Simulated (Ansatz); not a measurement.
Abridged output of a molecular run in Ansatz:

```
Functional definition: HF
2635 factors; integrals over basis functions are off by at most 1.1e-3 eV
mean field evaluation 1: about -11697.2333 eV, gradient 7.0e1 eV
mean field evaluation 2: about -11697.5276 eV, gradient 7.0e1 eV
mean field evaluation 4: about -11707.3971 eV, gradient 5.6e0 eV
mean field evaluation 8: about -11707.5275 eV, gradient 3.4e-1 eV
mean field evaluation 16: about -11707.5280 eV, gradient 1.5e-6 eV
mean field -11707.52800872 eV, -430.2437186730 hartree, gradient 1.5e-6 eV, S^2 0.000000; 0 other end points of the search recorded, 0 dependent functions left out
7 core orbitals not correlated: weight in the atoms' cores, before any rotation towards them, 1.000 or more for the frozen orbitals, at most 0.000 for the correlated occupied ones
reference -11707.52800872 eV, -430.2437186730 hartree; 29, 29 occupied and 405, 405 virtual orbitals, 2635 factors
second order -48.46495720 eV of doubles, -0.00000000 eV of singles
cycle   1  -48.25840068 eV  change    2.1e-1 eV  update   1.8e-1
cycle   2  -49.36680064 eV  change    -1.1e0 eV  update   6.8e-2
cycle   3  -49.73289929 eV  change   -3.7e-1 eV  update   3.5e-2
cycle   4  -49.72188182 eV  change    1.1e-2 eV  update   1.1e-2
cycle   5  -49.71003409 eV  change    1.2e-2 eV  update   5.1e-3
cycle   6  -49.71283789 eV  change   -2.8e-3 eV  update   2.0e-3
cycle   7  -49.71279514 eV  change    4.3e-5 eV  update   7.0e-4
cycle   8  -49.71239821 eV  change    4.0e-4 eV  update   3.0e-4
cycle   9  -49.71251151 eV  change   -1.1e-4 eV  update   9.8e-5
cycle  10  -49.71260151 eV  change   -9.0e-5 eV  update   4.3e-5
cycle  11  -49.71252941 eV  change    7.2e-5 eV  update   1.6e-5
perturbative correction -2.04793620 eV, -0.0752602672 hartree
Total energy: -11759.28847433 eV, -432.1458806998 hartree
```

Its atoms:

Z-matrix (Å, degrees):
```
Zr
N 1 2.036
N 1 2.036 2 106.7
N 1 2.035 2 106.5 3 114.7
F 1 1.941 2 112.1 3 -122.7
C 1 3.197 2 87.5 3 3.8
C 1 3.085 2 101.0 3 137.7
C 1 3.089 2 22.9 3 -78.6
H 1 2.654 2 125.5 3 -7.4
H 2 1.011 1 124.1 3 -106.2
H 4 1.011 1 124.3 2 -106.2
H 6 1.092 1 81.6 2 14.7
H 6 1.097 1 121.7 2 -90.6
H 6 1.097 1 124.8 2 120.0
H 7 1.097 1 125.9 2 -30.5
H 7 1.097 1 123.0 2 172.2
H 7 1.096 1 77.0 2 70.7
H 8 1.097 1 125.7 2 76.0
H 8 1.096 1 77.1 2 177.3
H 8 1.097 1 123.2 2 -81.1
```

Problem. Which basis set was used?
A. def2-QZVPP
B. def2-TZVPP
C. cc-pV(D+d)Z
D. def2-SVPD

Solution. B. It gives 441 functions.

Problem. Write the keys of the input that set method, charge and spin (a neutral closed shell needs none for the last two).

Solution. 
```yaml
correlation: {method: ccsd_t}
```
